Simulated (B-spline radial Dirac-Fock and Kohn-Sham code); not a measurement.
# Form factor and incoherent scattering function of Xe²⁴⁺

System: Xe²⁴⁺ in the configuration [Ar] 3d10 4s2.

Level of theory: Dirac-Fock orbitals of the configuration average with a finite nucleus; a radial atomic solver. f₀ is the Fourier transform of the spherical electron density, S the Waller-Hartree incoherent function, and s = sin θ/λ. The electron scattering factor follows from the Mott-Bethe formula f_e = 0.023934 Å⁻¹·(Z − f₀)/s².

| s (Å⁻¹) | f₀ | S | f_e (Å) |
| --- | --- | --- | --- |
| 0 | 30.000 | 0.000 | – |
| 0.05 | 29.950 | 0.060 | 230.243 |
| 0.1 | 29.802 | 0.235 | 57.916 |
| 0.15 | 29.558 | 0.517 | 26.000 |
| 0.2 | 29.223 | 0.891 | 14.825 |
| 0.25 | 28.805 | 1.339 | 9.648 |
| 0.3 | 28.309 | 1.844 | 6.832 |
| 0.35 | 27.745 | 2.386 | 5.130 |
| 0.4 | 27.123 | 2.950 | 4.020 |
| 0.45 | 26.452 | 3.523 | 3.256 |
| 0.5 | 25.741 | 4.097 | 2.705 |
| 0.6 | 24.238 | 5.228 | 1.979 |
| 0.7 | 22.679 | 6.332 | 1.530 |
| 0.8 | 21.118 | 7.418 | 1.230 |
| 0.9 | 19.592 | 8.493 | 1.017 |
| 1 | 18.127 | 9.554 | 0.859 |
| 1.1 | 16.738 | 10.589 | 0.737 |
| 1.2 | 15.434 | 11.584 | 0.641 |
| 1.4 | 13.096 | 13.419 | 0.499 |
| 1.6 | 11.128 | 15.044 | 0.401 |
| 1.8 | 9.523 | 16.488 | 0.329 |
| 2 | 8.259 | 17.776 | 0.274 |
| 2.5 | 6.272 | 20.411 | 0.183 |
| 3 | 5.260 | 22.363 | 0.130 |
| 3.5 | 4.585 | 23.835 | 0.097 |
| 4 | 3.986 | 24.976 | 0.075 |
| 5 | 2.910 | 26.566 | 0.049 |
| 6 | 2.130 | 27.526 | 0.034 |

f₀ starts at the number of electrons, 30, and has fallen to half at s ≈ 1.24 Å⁻¹. The sum of ⟨r²⟩ over the electrons is 2.706 bohr². For an ion f_e diverges as s goes to zero, because of the net charge.

Values without a named source are computed, but for edge energies of neutral atoms, which are taken from tables.
